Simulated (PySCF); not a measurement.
# Reading the logs of faulty runs: B2FH4Si cation

These are calculations, not measurements. The program is PySCF 2.14.0, an open-source quantum chemistry code, run on an isolated molecule that a program drew, which may never have been made. The molecule is B2FH4Si cation (charge +1, singlet), drawn as the SMILES string `B[SiH+]BF`.

Each row is a Hartree-Fock (HF) and frozen-core CCSD(T) single point in the cc-pV(D+d)Z basis, meant for a local HF minimum. Run 1 is clean. Each other run has one planted mistake out of seven kinds, and not every kind appears here: one electron removed, one electron added, multiplicity raised by two, geometry at a saddle point, minimal basis STO-3G, one bond length entered in bohr, all coordinates scaled. The reference is restricted for singlets and unrestricted otherwise, and also for a bond in bohr. Adding or removing an electron swaps singlet and doublet. Electrons count all cores. HOMO and LUMO are orbital energies over both spins, the gradient is its largest component, and the lowest frequency (negative if imaginary) is given only where the gradient is small. Bond lengths are over the 7 bonds as drawn. T1 is the CCSD diagnostic: over 0.02 (restricted) or 0.045 (unrestricted) a single reference is doubtful.

Geometry of the clean run:
```xyz
8
B2FH4Si cation, angstrom
B    -4.5095    0.6115   -1.5092
Si   -2.6348    0.6108   -0.7252
B    -1.8473    1.9288    0.6860
F    -2.0766    1.6094    1.9286
H    -5.3453   -0.0416   -0.9689
H    -4.7148    1.2626   -2.4846
H    -1.7177   -0.4289   -1.2262
H    -1.2361    2.8941    0.3595
```

```
run  electrons  basis functions  <S^2>  HOMO (eV)  LUMO (eV)  gradient (hartree/bohr)  lowest frequency (cm^-1)  mean bond (Å)  longest bond (Å)      T1  HF (hartree)  CCSD(T) (hartree)                     mistake
  1         36               85  0.000     -16.86      -5.66                  3.7e-05                        58         1.4949             2.085  0.0169    -439.78719         -440.26099                    no fault
  2         37               85  0.770      -7.26       1.01                  3.3e-02                         -         1.4949             2.085  0.0166    -440.02406         -440.51419          one electron added
  3         36               85  2.040     -13.69      -8.35                  7.0e-02                         -         1.4949             2.085  0.0239    -439.67375         -440.15071  multiplicity raised by two
  4         36               85  0.916     -15.41      -5.62                  1.9e-02                         -         1.6605             2.463  0.0435    -439.61451         -440.05179                           ?
```

**Which mistake was planted in run 4, and what did it cost?**

The mean bond changes by a factor of 1.111 and the longest by 1.181, so the molecule wasn't scaled as a whole. A length L in bohr read as angstrom grows by (1/0.5292 - 1) L = 0.890 L. The 7 bonds together grew by 7 x 0.1656 = 1.159 Å, which gives L = 1.303 Å. That is bond B3-F4, 1.303 Å in the clean geometry. So the mistake is: one bond length entered in bohr. Subtracting run 1 and multiplying by 627.51 kcal/mol a hartree, the energy moved by 108.4 kcal/mol in HF and 131.3 kcal/mol in CCSD(T).

